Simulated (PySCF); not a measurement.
B2Cl4, SMILES ClB(B(Cl)Cl)Cl (connectivity only; charge and spin as stated), charge -1, multiplicity 2. Atoms are numbered in the order given.

```xyz
6

Cl     0.0000     1.5182    -1.8074
B      0.0000     0.0000    -0.8104
Cl     0.0000    -1.5182    -1.8074
B      0.0000     0.0000     0.8104
Cl     0.0000     1.5182     1.8074
Cl     0.0000    -1.5182     1.8074
```
Charge -1, spin multiplicity 2.

Geometry optimised at PBE0-D3(BJ)/def2-SVPD. The spin state was assumed, not searched. The values are those of a single conformer.

Two levels are set side by side: PBE/pcH-1 (PySCF) and PBE0/pcH-1 (PySCF). Contact hyperfine couplings, same geometry. Differences are taken from unrounded values.

```tsv
quantity	PBE0
A(iso) of 35Cl, atom Cl1 (MHz)	2.7
A(iso) of 11B, atom B2 (MHz)	4.1
A(iso) of 35Cl, atom Cl3 (MHz)	2.7
A(iso) of 11B, atom B4 (MHz)	4.1
A(iso) of 35Cl, atom Cl5 (MHz)	2.7
A(iso) of 35Cl, atom Cl6 (MHz)	2.7
```

Question: What does PBE give, and how far is it from PBE0? (The exact figures need the calculation; the answer reports its results.)

Answer: 
```
quantity                        PBE  PBE minus PBE0
------------------------------  ---  --------------
A(iso) of 35Cl, atom Cl1 (MHz)  1.2            -1.6
A(iso) of 11B, atom B2 (MHz)    4.7             0.6
A(iso) of 35Cl, atom Cl3 (MHz)  1.2            -1.6
A(iso) of 11B, atom B4 (MHz)    4.7             0.6
A(iso) of 35Cl, atom Cl5 (MHz)  1.2            -1.6
A(iso) of 35Cl, atom Cl6 (MHz)  1.2            -1.6
```

Rough cost on one machine, each run with all the roots and properties that it gave: PBE0 against PBE within a factor of 2.
